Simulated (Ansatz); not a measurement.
All numbers were calculated with Ansatz.

A structure relaxed at PBE0-D4/def2-TZVP, charge 0, multiplicity 1:

```tsv
atom	x (Å)	y (Å)	z (Å)
O1	0.608	0.586	-1.931
Sb2	1.471	-0.908	-0.963
C3	0.053	-0.926	0.658
Si4	-1.040	0.596	0.723
H5	0.374	0.324	-2.825
H6	2.532	0.145	-0.123
H7	-0.561	-1.825	0.569
H8	0.624	-1.005	1.588
H9	-0.228	1.838	0.725
H10	-2.001	0.617	-0.407
H11	-1.832	0.559	1.986
```

Give its formula and SMILES.

CH7OSbSi, `[OH][SbH][CH2][SiH3]`.

Summarise the bond lengths by kind.

1 × O–Sb 1.979 Å; 1 × H–O 0.960 Å; 1 × C–Sb 2.153 Å; 1 × H–Sb 1.714 Å; 1 × C–Si 1.875 Å; 2 × C–H 1.093 to 1.094 Å; 3 × H–Si 1.484 to 1.492 Å.
